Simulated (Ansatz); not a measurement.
Reaction (formal exchange of groups at the Se–Ge bond): `C[O][Ge]([F])([F])[SeH]` + `[SiH3][SeH]` → `[SeH][SiH2][SeH]` + `C[O][GeH]([F])[F]`

Isolated molecules relaxed with PBE0-D4/def2-TZVP in Ansatz; ΔE leaves out vibrations. CBS: MP2 limit from def2 TZ/QZ plus the TZ coupled-cluster correction, frozen cores. DFT in def2-TZVPP. B3LYP here is the variant with VWN-RPA as its local correlation; programs differ in this. For Ge, Se outer-core shells are correlated without core-valence functions, which leaves a few kJ/mol of doubt a bond. Scalar relativity is left out up to krypton. Each species was taken in one conformer, which may not be the lowest.

`C[O][Ge]([F])([F])[SeH]`:

Z-matrix (Å, degrees):
```
C
O 1 1.422
H 1 1.090 2 107.0
H 1 1.094 2 111.5 3 -118.9
H 1 1.094 2 111.4 3 118.8
Ge 2 1.739 1 120.4 3 178.4
F 6 1.723 2 109.6 1 -52.6
F 6 1.723 2 110.2 1 58.6
Se 6 2.303 2 108.4 1 -177.1
H 9 1.470 6 90.0 2 -176.5
```

`[SiH3][SeH]`:

Z-matrix (Å, degrees):
```
Si
Se 1 2.279
H 1 1.484 2 111.4
H 1 1.484 2 111.5 3 -122.1
H 1 1.483 2 104.9 3 119.0
H 2 1.469 1 93.0 3 60.4
```

`[SeH][SiH2][SeH]`:

```xyz
7

Se    1.790   -0.828   -0.264
Si    0.037    0.352    0.574
Se   -1.852    0.246   -0.687
H     1.021   -2.079   -0.317
H    -0.402   -0.146    1.900
H     0.569    1.731    0.687
H    -1.164    0.724   -1.893
```

`C[O][GeH]([F])[F]`:

Z-matrix (Å, degrees):
```
C
O 1 1.421
H 1 1.094 2 111.4
H 1 1.091 2 107.2 3 -118.9
H 1 1.094 2 111.4 3 122.1
Ge 2 1.737 1 120.9 3 -61.0
F 6 1.722 2 109.2 1 -56.1
F 6 1.722 2 109.2 1 56.4
H 6 1.517 2 111.7 1 -179.8
```

```csv
level,ΔE (kJ/mol),difference from CCSD(T)/CBS
r2SCAN-D4,-9.8,3.0
PBE0-D4,-11.7,1.1
ωB97X-V,-9.0,3.8
ωB97M-V,-9.9,2.9
B2PLYP,-8.5,4.3
PBE,-10.5,2.3
r2SCAN,-10.0,2.8
B3LYP,-7.2,5.6
MP2/def2-TZVPP,-11.2,1.6
CCSD/def2-TZVPP,-7.9,4.9
CCSD(T)/def2-TZVPP,-7.9,4.9
MP2/def2-QZVPP,-14.2,-1.4
SCS-MP2/def2-QZVPP,-12.4,0.4
HF/CBS(def2),-8.1,4.7
MP2/CBS(def2),-16.0,-3.2
CCSD/CBS(def2),-12.8,0.0
CCSD(T)/CBS,-12.8,0
```

Largest T1 diagnostic among the species: 0.012.
